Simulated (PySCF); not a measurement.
H4O3Sn, singlet, geometry from GFN2-xTB (such geometries of metal compounds can be far from the true shape) (all electrons, no relativity); CASSCF(4,5)/STO-3G (PySCF).

The PySCF input:
```python
from pyscf import gto, scf, mcscf
import numpy

mol = gto.M(
    atom='''
Sn   -0.071118    0.222129    0.091615
O    -1.366503   -0.549808   -1.091465
O     0.231691   -1.088991    1.456480
O     1.559328    0.312874   -0.911878
H    -0.539294    1.684422    0.694720
H    -1.150822   -0.461636   -2.019848
H    -0.479491   -1.721755    1.556578
H     2.329392   -0.000101   -0.437286
''',
    basis='sto-3g',
    charge=0,
    spin=0,
    verbose=4,
)

mf = scf.RHF(mol)
mf.kernel()
mc = mcscf.CASSCF(mf, 5, 4)
mc.fix_spin_(ss=0.0)
mc.kernel()
occ = numpy.linalg.eigvalsh(mc.fcisolver.make_rdm1(mc.ci, mc.ncas, mc.nelecas))[::-1]
ss = mc.fcisolver.spin_square(mc.ci, mc.ncas, mc.nelecas)[0]
print('natural occupations', occ.round(4), ' <S^2>', round(ss, 4))
```

Output, abridged:

```
PySCF version 2.14.0

[INPUT] verbose = 4
[INPUT] num. atoms = 8
[INPUT] num. electrons = 78
[INPUT] charge = 0
[INPUT] spin (= nelec alpha-beta = 2S) = 0
[INPUT] symmetry False subgroup None
[INPUT] Mole.unit = angstrom
[INPUT] Symbol           X                Y                Z      unit          X                Y                Z       unit  Magmom
[...]
nuclear repulsion = 438.702028098108
number of shells = 24
number of NR pGTOs = 138
number of NR cGTOs = 46
basis = sto-3g
ecp = {}

******** <class 'pyscf.scf.hf.RHF'> ********
method = RHF
initial guess = minao
damping factor = 0
level_shift factor = 0
DIIS = <class 'pyscf.scf.diis.CDIIS'>
diis_start_cycle = 1
diis_space = 8
diis_damp = 0
SCF conv_tol = 1e-09
SCF conv_tol_grad = None
SCF max_cycles = 50
direct_scf = True
direct_scf_tol = 1e-13
Set gradient conv threshold to 3.16228e-05
Initial guess from minao.
init E= -6170.35218247784
[...]
cycle= 1 E= -6186.96692173357  delta_E= -16.6  |g|= 0.688  |ddm|= 3.44
[...]
cycle= 2 E= -6187.15111014398  delta_E= -0.184  |g|= 0.127  |ddm|= 1.19
[...]
cycle= 3 E= -6187.15835884016  delta_E= -0.00725  |g|= 0.0276  |ddm|= 0.241
[...]
cycle= 4 E= -6187.15877847115  delta_E= -0.00042  |g|= 0.00316  |ddm|= 0.0619
[...]
cycle= 5 E= -6187.15878532739  delta_E= -6.86e-06  |g|= 0.000644  |ddm|= 0.00878
[...]
cycle= 6 E= -6187.15878573525  delta_E= -4.08e-07  |g|= 0.000145  |ddm|= 0.0024
[...]
cycle= 7 E= -6187.15878575932  delta_E= -2.41e-08  |g|= 3.01e-05  |ddm|= 0.000642
[...]
cycle= 8 E= -6187.15878576037  delta_E= -1.05e-09  |g|= 5.33e-06  |ddm|= 0.000135
[...]
cycle= 9 E= -6187.1587857604  delta_E= -2.91e-11  |g|= 6.96e-07  |ddm|= 2.26e-05
[...]
Extra cycle  E= -6187.15878576039  delta_E= 6.37e-12  |g|= 2.96e-07  |ddm|= 1.71e-06
converged SCF energy = -6187.15878576039

******** <class 'pyscf.mcscf.mc1step.CASSCF'> ********
CAS (2e+2e, 5o), ncore = 37, nvir = 4
max_cycle_macro = 50
max_cycle_micro = 4
conv_tol = 1e-07
conv_tol_grad = None
orbital rotation max_stepsize = 0.02
orbital rotation threshold for CI restart = 0.01
augmented hessian ah_max_cycle = 30
augmented hessian ah_conv_tol = 1e-12
augmented hessian ah_linear dependence = 1e-14
augmented hessian ah_level shift = 1e-08
augmented hessian ah_start_tol = 2.5
augmented hessian ah_start_cycle = 3
augmented hessian ah_grad_trust_region = 3
kf_trust_region = 3
kf_interval = 4
ci_response_space = 4
ci_grad_trust_region = 3
with_dep4 0
natorb = False
canonicalization = True
sorting_mo_energy = False
[...]
CASCI E = -6187.16276557182  S^2 = 0.0000000
[...]
macro iter   7 ( 20 JK    4 micro), CASSCF E = -6187.18591821853  dE =  1.88394015e-04  S^2 = 0.0000000
               |grad[o]|=0.00563  |grad[c]|=0.00789  |ddm|=0.00528  |maxRot[o]|=0.0837
macro iter   8 ( 21 JK    4 micro), CASSCF E = -6187.18637177565  dE = -4.53557122e-04  S^2 = 0.0000000
               |grad[o]|=0.0045  |grad[c]|=0.00218  |ddm|=0.00249  |maxRot[o]|=0.0715
macro iter   9 ( 21 JK    4 micro), CASSCF E = -6187.18671506183  dE = -3.43286178e-04  S^2 = 0.0000000
               |grad[o]|=0.0034  |grad[c]|=0.00214  |ddm|=0.00201  |maxRot[o]|=0.169
macro iter  10 ( 21 JK    4 micro), CASSCF E = -6187.18697390776  dE = -2.58845936e-04  S^2 = 0.0000000
               |grad[o]|=0.0024  |grad[c]|=0.00216  |ddm|=0.00136  |maxRot[o]|=0.232
macro iter  11 ( 21 JK    4 micro), CASSCF E = -6187.18714606727  dE = -1.72159504e-04  S^2 = 0.0000000
               |grad[o]|=0.00166  |grad[c]|=0.00205  |ddm|=0.00187  |maxRot[o]|=0.268
macro iter  12 ( 13 JK    4 micro), CASSCF E = -6187.18715249103  dE = -6.42376654e-06  S^2 = 0.0000000
               |grad[o]|=0.000917  |grad[c]|=0.00164  |ddm|=0.0014  |maxRot[o]|=0.0235
macro iter  13 (  9 JK    4 micro), CASSCF E = -6187.18715603420  dE = -3.54316398e-06  S^2 = 0.0000000
               |grad[o]|=0.000788  |grad[c]|=0.00152  |ddm|=0.00105  |maxRot[o]|=0.0022
macro iter  14 (  9 JK    4 micro), CASSCF E = -6187.18716187788  dE = -5.84368263e-06  S^2 = 0.0000000
               |grad[o]|=0.000751  |grad[c]|=0.00132  |ddm|=0.000946  |maxRot[o]|=0.00297
macro iter  15 (  3 JK    1 micro), CASSCF E = -6187.18718105197  dE = -1.91740946e-05  S^2 = 0.0000000
               |grad[o]|=0.000656  |grad[c]|=0.00121  |ddm|=0.000757  |maxRot[o]|=0.0135
macro iter  16 (  3 JK    1 micro), CASSCF E = -6187.18718116576  dE = -1.13789611e-07  S^2 = 0.0000000
               |grad[o]|=0.000113  |grad[c]|=0.000163  |ddm|=0.000114  |maxRot[o]|=0.00108
macro iter  17 (  3 JK    1 micro), CASSCF E = -6187.18718118203  dE = -1.62626748e-08  S^2 = 0.0000000
               |grad[o]|=3.24e-05  |grad[c]|=8.47e-05  |ddm|=3.9e-05  |maxRot[o]|=0.000448
1-step CASSCF converged in  17 macro (256 JK  57 micro) steps
CASSCF canonicalization
Density matrix diagonal elements [1.97159217 1.97770563 0.02139058 0.02061642 0.0086952 ]
CASSCF energy = -6187.18718118203
CASCI E = -6187.18718118203  E(CI) = -4.04683617158662  S^2 = 0.0000000
natural occupations [1.9781e+00 1.9721e+00 2.8800e-02 2.0500e-02 5.0000e-04]  <S^2> 0.0
```
